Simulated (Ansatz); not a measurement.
Consider the β-hydride elimination: `COB(O)OC` → `COBO` + `C=O`.

Isolated molecules relaxed with PBE0-D4/def2-TZVP in Ansatz; ΔE leaves out vibrations. CBS: MP2 limit from def2 TZ/QZ plus the TZ coupled-cluster correction, frozen cores. This one scheme is used for every species. DFT in def2-TZVPP. HSE06 is defined as in plane-wave codes. Each species was taken in one conformer, which may not be the lowest.

| level | ΔE (eV) | difference from CCSD(T)/CBS |
| --- | --- | --- |
| PBE-D4 | 2.28 | -0.08 |
| revPBE-D4 | 2.19 | -0.17 |
| r2SCANh-D4 | 2.49 | 0.13 |
| HSE06-D4 | 2.45 | 0.09 |
| BHLYP-D4 | 2.47 | 0.11 |
| ωB97X-V | 2.39 | 0.03 |
| B2PLYP | 2.23 | -0.13 |
| PBE | 2.19 | -0.17 |
| revPBE | 1.94 | -0.42 |
| BLYP | 1.92 | -0.44 |
| CCSD/def2-SVP | 2.32 | -0.04 |
| HF/def2-TZVPP | 2.20 | -0.16 |
| CCSD(T)/def2-TZVPP | 2.31 | -0.05 |
| HF/def2-QZVPP | 2.19 | -0.17 |
| MP2/def2-QZVPP | 2.40 | 0.04 |
| HF/CBS(def2) | 2.19 | -0.17 |
| CCSD(T)/CBS | 2.36 | 0 |

Largest T1 diagnostic among the species: 0.015.

In def2-TZVPP, CCSD(T) changes the Hartree–Fock value by +0.11 eV (the triples alone add −0.02 eV) and MP2 by +0.18 eV. At CCSD(T), def2-SVP lies −0.08 eV from the extrapolated value and def2-TZVPP −0.05 eV. From BLYP to BHLYP (50 % exact exchange), in def2-TZVPP and without D4, ΔE moves by +0.46 eV.
